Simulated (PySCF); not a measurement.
Te³⁺: fine-structure interval

Te³⁺ [Kr] 4d10 5s2 5p1 [5p1/2^1, M_J = 1/2] → Te³⁺ [Kr] 4d10 5s2 5p1 [5p3/2^1, M_J = 3/2], as a difference of total energies. Calculation: PySCF 2.14, in x2c-QZVPPall-2c; the two-component X2C-1e Hamiltonian. Correlated levels: [Ar] 3d10 frozen; the 30 highest virtual spinors dropped. "Screened" scales the spin-orbit matrix elements by Boettger's factors to mimic the two-electron term; Breit and QED terms are absent.

```json
{"method": "GHF (screened spin-orbit)", "fine-structure interval (cm⁻¹)": "10069"}
{"method": "GMP2 (screened spin-orbit)", "fine-structure interval (cm⁻¹)": "8991.1"}
{"method": "GHF (bare spin-orbit)", "fine-structure interval (cm⁻¹)": "10439"}
```
